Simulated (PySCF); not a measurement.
## Quadrupolar nuclei of `P[SiH2][Si@H]1CCS1` in NMR

C2H9PSSi2.
Atom-mapped SMILES: `[PH2:1][SiH2:2][Si@H:3]1[CH2:4][CH2:5][S:6]1` (hydrogens: H7, H8 on P1; H9, H10 on Si2; H11 on Si3; H12, H13 on C4; H14, H15 on C5)

Geometry (GFN2-xTB, Å), atoms numbered from 1 in this order:
```
atom  x, y, z in Å
P1     3.2492   -0.2495    0.7126
Si2    1.6309    0.8398   -0.3828
Si3   -0.1412   -0.6470   -0.5158
C4    -1.7222   -0.2406    0.4849
C5    -2.6531   -0.0969   -0.7182
S6    -1.5050   -0.2133   -2.1440
H7     3.6508   -1.0005   -0.3741
H8     4.2170    0.7050    0.4864
H9     1.3413    2.0213    0.4441
H10    2.0920    1.3529   -1.6802
H11    0.1124   -2.0963   -0.4949
H12   -2.0653   -1.0076    1.1767
H13   -1.6562    0.6924    1.0437
H14   -3.1790    0.8538   -0.7667
H15   -3.3761   -0.9056   -0.7994
```

Computed at PBE0/pcSseg-1 (PySCF, non-relativistic):

| atom | environment | nucleus | spin I | Q (b) | CQ = χzz (MHz) | η |
| --- | --- | --- | --- | --- | --- | --- |
| S6 | sulfur bonded to C and Si | 33S | 3/2 | -0.0678 | 35.292 | 0.899 |

Which field gradients stand behind these couplings (CQ in MHz = 234.96 × Q in b × Vzz in au)?

Vxx = −Vzz(1 − η)/2 and Vyy = −Vzz(1 + η)/2, in au:

```tsv
atom	Vxx (au)	Vyy (au)	Vzz (au)	Vzz (10²¹ V/m²)
S6	0.112	2.104	-2.215	-21.53
```

Give the quadrupolar product PQ = |CQ|√(1 + η²/3), the quadrupolar frequency νQ = 3|CQ|/[2I(2I − 1)] and the Larmor frequency ν0 = |g| × 7.62259 MHz/T × B at 28.2 T, with g(33S) = 0.42921.

| atom | PQ (MHz) | νQ (MHz) | ν0 (MHz) | νQ/ν0 |
| --- | --- | --- | --- | --- |
| S6 | 39.76 | 17.65 | 92.26 | 0.191 |

For S6: PQ = 35.29 × 1.1267, νQ = 35.29 × 0.5000, ν0 = 3.2717 MHz/T × 28.2 T.

Quadrupolar 1/T1 and linewidth for τc = 1.5 ps (extreme narrowing, isotropic tumbling)?

Rate = (3π²/10) PQ² τc (2I + 3)/[I²(2I − 1)], the same for T1 and T2; width = rate/π.

```tsv
site	spin factor (2I + 3)/[I²(2I − 1)]	1/T1 (s⁻¹)	T1 (ms)	linewidth (Hz)
33S at S6	1.333	9360	0.107	2980
```

Solvent, lattice and vibrations would change these gradients. One conformer (not necessarily the lowest) at the GFN2-xTB geometry, without solvent, vibrations or thermal averaging. GFN2-xTB bond lengths can be off by several hundredths of an ångström, more for odd bonds, and the gradients follow them. These gradients aren't converged with respect to the basis.
